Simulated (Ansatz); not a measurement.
Relaxation of AlBFH$_{5}$O$_{2}$ (10 atoms, charge 0, multiplicity 1), to a largest force component of 0.03 eV/Å in at most 50 steps.

Method: RHF/6-31G* in Ansatz.

```xyz
10
Properties=species:S:1:pos:R:3:forces:R:3
B -0.120 -0.213 -0.503 0.08 0.17 -0.26
F -0.444 -1.037 0.490 -0.10 -0.31 0.12
O 1.135 -0.229 -0.979 -0.02 -0.01 -0.01
H 1.709 -0.809 -0.495 0.02 0.00 0.00
H -0.956 0.432 -1.026 -0.01 0.00 -0.01
O 0.072 1.326 1.599 -0.40 -1.06 0.51
Al 0.883 2.525 2.494 0.01 0.01 0.01
H 1.213 2.251 4.017 -0.01 0.01 0.00
H 1.271 3.849 1.735 0.00 0.00 0.00
H -0.243 0.485 1.960 0.42 1.20 -0.36
```

Q: Where does it end, and by what steps?

A: It converged. After 17 steps the energy has fallen by 0.049 eV; H8 moved furthest, 0.51 Å.

```tsv
step	energy less start (eV)	largest force component (eV/Å)	accepted
0	0.0000	1.199	yes
1	-0.0330	0.273	yes
2	-0.0262	0.482	no
3	-0.0377	0.074	yes
4	-0.0388	0.062	yes
5	-0.0410	0.104	yes
6	-0.0404	0.130	no
7	-0.0430	0.070	yes
8	-0.0452	0.036	yes
9	-0.0467	0.120	yes
10	-0.0475	0.073	yes
11	-0.0481	0.045	yes
12	-0.0487	0.046	yes
13	-0.0485	0.061	no
14	-0.0490	0.031	yes
15	-0.0491	0.031	yes
16	-0.0493	0.036	yes
17	-0.0494	0.026	yes
```

```xyz
10
Properties=species:S:1:pos:R:3
B -0.119 -0.124 -0.518
F -0.521 -1.160 0.217
O 1.148 -0.088 -0.966
H 1.681 -0.792 -0.621
H -0.905 0.680 -0.878
O 0.221 1.036 1.812
Al 0.869 2.477 2.454
H 0.906 2.657 4.027
H 1.401 3.547 1.431
H -0.161 0.347 2.336
```

Whether the end is a true minimum wasn't checked by a vibrational analysis.

The run took 41 s on 1 thread of Arm Neoverse V1, with other jobs on the host, peak memory 0.16 GiB.
